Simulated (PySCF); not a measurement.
CH₅AlSe, SMILES [CH3][AlH][SeH] (CAM-B3LYP/def2-SVP optimised geometry):

```
8

Al     0.384     0.204     0.000
H      1.741     1.011    -0.001
C     -1.389     1.010     0.004
H     -1.347     2.110    -0.030
H     -1.954     0.725     0.907
H     -1.986     0.671    -0.859
Se     0.517    -2.110     0.000
H      1.986    -2.110     0.000
```

Calculation: CAM-B3LYP/def2-TZVP run with PySCF.

Task: What are the frontier orbital energies and the dipole moment?

Result: HOMO-2 -9.74 eV, HOMO-1 -9.40 eV, HOMO -8.48 eV, LUMO -0.13 eV, LUMO+1 1.05 eV; dipole moment 1.14 D.

On the same geometry PBE/def2-TZVP in PySCF gives HOMO-2 -7.05 eV, HOMO-1 -6.97 eV, HOMO -6.15 eV, LUMO -1.79 eV, LUMO+1 -0.68 eV; dipole moment 0.97 D.

Meta-Löwdin charges at CAM-B3LYP/def2-TZVP: Al1 0.62, H2 -0.15, C3 -0.65, H4 0.13, H5 0.13, H6 0.13, Se7 -0.28, H8 0.07.
